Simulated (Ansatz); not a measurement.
`[SiH3][Te]CCl` + H₂ → `ClC[TeH]` + SiH₄ at 298.15 K and 1 bar (hydrogenolysis of a Te–Si bond).

Computed with Ansatz on PBE0-D4/def2-TZVP structures; ΔE is electronic, products minus reactants. CCSD(T)/CBS is the MP2 limit (def2-TZVPP, def2-QZVPP) plus CCSD(T) − MP2 in def2-TZVPP, frozen cores. This one scheme is used for every species. def2 core potentials past Kr. For Te outer-core shells are correlated without core-valence functions, which leaves a few kJ/mol of doubt a bond. Each species was taken in one conformer, which may not be the lowest.

```csv
species,CCSD(T)/CBS energy (Eh),H − E (kJ/mol),S (J/(mol·K))
`[SiH3][Te]CCl`,-1057.64579,161.2,379.4
H₂,-1.17544,35.1,130.4
`ClC[TeH]`,-767.34295,105.9,313.7
SiH₄,-291.46306,92.1,204.8
```

H − E and S are ideal-gas, rigid-rotor, harmonic terms from PBE0-D4/def2-TZVP, for one conformer and one mirror image of each species. The MP2-based limit puts H₂ 0.8 mEh under its directly extrapolated value; such offsets cancel only in part. 1 Eh = 2625.50 kJ/mol, R = 8.31446 J/(mol·K).

Question: By hand: ΔE, ΔH, ΔS and ΔG.

Answer: ΔE = (-767.34295) + (-291.46306) − (-1057.64579) − (-1.17544) = 0.01522 Eh = 40.0 kJ/mol. Δ(H − E) = 105.9 + 92.1 − 161.2 − 35.1 = 1.7, so ΔH = 41.7 kJ/mol. ΔS = 313.7 + 204.8 − 379.4 − 130.4 = 8.7 J/(mol·K). ΔG = 41.7 − 298.15 × (8.7)/1000 = 39.1 kJ/mol.

Question: By hand: the equilibrium constant, and the temperature at which ΔG would vanish if ΔH and ΔS stayed fixed.

Answer: log₁₀ K = −ΔG/(RT ln 10) = -6.9. ΔG = 0 at ΔH/ΔS = 4793 K, far beyond where these terms or the molecules hold.

The number of gas molecules stays the same, so ΔS is small and ΔH decides. A doubt of 5 kJ/mol in ΔE shifts log₁₀ K by 0.9 here. Other conformers and mirror images would add mixing entropy, several J/(mol·K) or more a flexible species. Modes under 60 cm⁻¹, often nearly free rotors, make the harmonic entropy too high. These are equilibria of isolated gas molecules and say nothing of rates. Largest T1 diagnostic: 0.011 (customary marks: 0.02 for closed shells, 0.045 for open ones).
